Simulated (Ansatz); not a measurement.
Reaction (atomization): `[F][Ga]([F])[F]` → 3 F• + Ga•

Gas-phase electronic energies from Ansatz, PBE0-D4/def2-TZVP geometries. CBS: MP2 limit from def2 TZ/QZ plus the TZ coupled-cluster correction, frozen cores. This one scheme is used for every species, atoms too. DFT in def2-TZVPP. B3LYP here is the variant with VWN-RPA as its local correlation; programs differ in this. No spin–orbit coupling; open shells (•) take unrestricted orbitals. Spin–orbit coupling would lower the free atoms: a little for F; clearly for Ga. For Ga outer-core shells are correlated without core-valence functions, so the limit isn't a true one: a few kJ/mol of doubt a bond, and 10 to 20 or more in all where bonds break to atoms. Scalar relativity is left out up to krypton.

CCSD(T)/CBS gives +1420.0 kJ/mol.

**Question.** Another level gave +1350.4 kJ/mol. Which?
A. B97M-V/def2-TZVPP
B. r2SCAN0-D4/def2-TZVPP
C. B3LYP/def2-TZVPP
D. LC-ωPBE/def2-TZVPP

**Answer.** B. r2SCAN0-D4 1350.4, B97M-V 1398.6, B3LYP 1358.0, LC-ωPBE 1428.4 kJ/mol.

Largest T1 diagnostic among the species: 0.015.

From PBE to PBE0 (25 % exact exchange), in def2-TZVPP and without D4, ΔE moves by −65.3 kJ/mol: exact exchange takes away binding that semilocal exchange gives to molecules. The D4 term adds +8.6 kJ/mol with B3LYP and +4.4 kJ/mol with PBE0; it sums over pairs of atoms, weighted by their polarisabilities, and B3LYP, whose exchange is more repulsive, gets the larger term.

For atomizations the MP2-based limit and the directly extrapolated one differ by several kJ/mol either way, and by 10 to 25 for some Ge, Se and Sn compounds, so smaller differences from it don't rank the levels.
